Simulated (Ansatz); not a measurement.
Total energies of CH₂B₂F₂ (`FB1CB1F`).

```xyz
7

F     0.555    0.637    2.045
B     0.397    0.503    0.756
C    -0.339   -0.610   -0.147
B     0.215    0.626   -0.816
F     0.697    0.894   -2.011
H    -0.409   -1.654   -0.447
H    -1.117   -0.395    0.620
```

Charge 0, multiplicity 1. All single points use the PBE0-D4/def2-TZVP geometry. Basis def2-TZVPP, the Gaussian-basis code of Ansatz.

RPA on PBE orbitals: Hartree–Fock energy of these orbitals -287.36941 Eh, correlation -1.32105 Eh (frozen core).

```
functional  energy without D4 (Eh)  D4 term (kJ/mol)
     B3LYP              -288.85507             -16.0
   r2SCAN0              -288.67359              -2.7
```

Question: Give the same for LDA (SPW92), PBE, revPBE, BLYP, r2SCAN, B97M-V, PBE0, r2SCANh, HSE06 (plane-wave form), BHLYP, CAM-B3LYP, LC-ωPBE, ωB97X-V, ωB97M-V, B2PLYP, PBE-QIDH. (Best estimate.)

Answer: Ansatz gave: 
```
             functional  energy without D4 (Eh)  D4 term (kJ/mol)
            LDA (SPW92)              -286.66295                 –
                    PBE              -288.52538              -9.9
                 revPBE              -288.75240             -33.6
                   BLYP              -288.79261             -22.5
                 r2SCAN              -288.70798              -2.3
                 B97M-V              -288.80400                 –
                   PBE0              -288.53744              -8.2
                r2SCANh              -288.69379              -2.4
HSE06 (plane-wave form)              -288.52382              -7.6
                  BHLYP              -288.72417             -11.4
              CAM-B3LYP              -288.74486              -8.2
                LC-ωPBE              -288.66095                 –
                ωB97X-V              -288.75272                 –
                ωB97M-V              -288.76106                 –
                 B2PLYP              -288.65480                 –
               PBE-QIDH              -288.49534                 –
```

B3LYP takes the VWN-RPA correlation (the form of Gaussian; ORCA's B3LYP/G). HSE06 is the plane-wave form, built on full-range PBE exchange. The double hybrids freeze the cores in their second-order part.

LC-ωPBE has ω = 0.4 bohr⁻¹.
